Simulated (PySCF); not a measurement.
F2H2SSi. Atoms are numbered in the order given.

```xyz
6

Si    -0.3875     0.2270     0.3637
F     -1.5495    -0.7812    -0.1040
F     -0.5806     1.6044    -0.4489
S      1.4357    -0.7140    -0.1433
H     -0.5474     0.5439     1.7970
H      2.1724     0.2925     0.3796
```
Charge 0, spin multiplicity 1.

Coordinates come from a PBE0-D3(BJ)/def2-SVP optimisation. The values are those of a single conformer.

Computed with PBE0/pcSseg-2 run with PySCF.

GIAO shieldings, no solvent; atoms listed in one row are averaged. δ = σ(ref) − σ: ²⁹Si against TMS (σ = 341.9 ppm); ¹⁹F against CFCl3 (σ = 165.8 ppm); ³³S against H2S (σ = 711.3 ppm); ¹H against TMS (σ = 31.54 ppm), references at their B3LYP-D3(BJ)/def2-TZVP geometries, non-relativistic.

```csv
nucleus,atoms,count,δ (ppm)
²⁹Si,Si1,1,-13.8
¹⁹F,F3,1,-121.1
¹⁹F,F2,1,-148.4
³³S,S4,1,36.7
¹H,H5,1,5.95
¹H,H6,1,1.01
```
